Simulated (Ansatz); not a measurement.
Consider the formal exchange of groups at the In–Cl bond: `[Cl][In]([Cl])[I]` + CH₄ → `[CH3][In]([Cl])[I]` + HCl.

Calculated with Ansatz (gas phase, PBE0-D4/def2-TZVP geometries, no zero-point term in ΔE). CBS: MP2 limit from def2 TZ/QZ plus the TZ coupled-cluster correction, frozen cores. This one scheme is used for every species. Functionals use def2-TZVPP. B3LYP here is the variant with VWN-RPA as its local correlation; programs differ in this. HSE06 is defined as in plane-wave codes. def2 core potentials past Kr. For I, In outer-core shells are correlated without core-valence functions, which leaves a few kJ/mol of doubt a bond.

`[Cl][In]([Cl])[I]`:

Z-matrix (Å, degrees):
```
In
Cl 1 2.302
I 1 2.617 2 121.5
Cl 1 2.302 2 117.0 3 -180.0
```

CH₄:

Z-matrix (Å, degrees):
```
C
H 1 1.090
H 1 1.090 2 109.5
H 1 1.090 2 109.5 3 -120.0
H 1 1.090 2 109.5 3 120.0
```

`[CH3][In]([Cl])[I]`:

Z-matrix (Å, degrees):
```
C
In 1 2.131
H 1 1.090 2 108.9
H 1 1.090 2 108.9 3 118.9
H 1 1.089 2 109.3 3 -120.6
Cl 2 2.331 1 121.3 3 121.0
I 2 2.651 1 126.0 3 -59.0
```

HCl:

```xyz
2

Cl    0.443    0.113    0.447
H    -0.443   -0.113   -0.447
```

(1) Is it downhill or uphill in electronic energy at CCSD(T)/CBS, and by how much? (Best estimate.)

(2) What do these levels give: revPBE-D4, BLYP-D4, B3LYP-D4, HSE06-D4, CAM-B3LYP-D4, ωB97X-V, r2SCAN, r2SCAN0, CCSD/def2-SVP, CCSD/def2-TZVPP, MP2/def2-QZVPP, SCS-MP2/def2-QZVPP? (Best estimate.)

Largest T1 diagnostic among the species: 0.011.

Results:

(1) Ansatz gave: Uphill: ΔE = +27.6 kcal/mol.

(2) The calculation gave: revPBE-D4 27.2, BLYP-D4 28.1, B3LYP-D4 28.8, HSE06-D4 27.9, CAM-B3LYP-D4 28.6, ωB97X-V 28.4, r2SCAN 28.8, r2SCAN0 29.1, CCSD/def2-SVP 30.7, CCSD/def2-TZVPP 27.0, MP2/def2-QZVPP 27.1, SCS-MP2/def2-QZVPP 27.8 kcal/mol.

From BLYP to BHLYP (50 % exact exchange), in def2-TZVPP and without D4, ΔE moves by +2.2 kcal/mol. At CCSD(T), def2-SVP lies +2.9 kcal/mol from the extrapolated value and def2-TZVPP −1.0 kcal/mol.
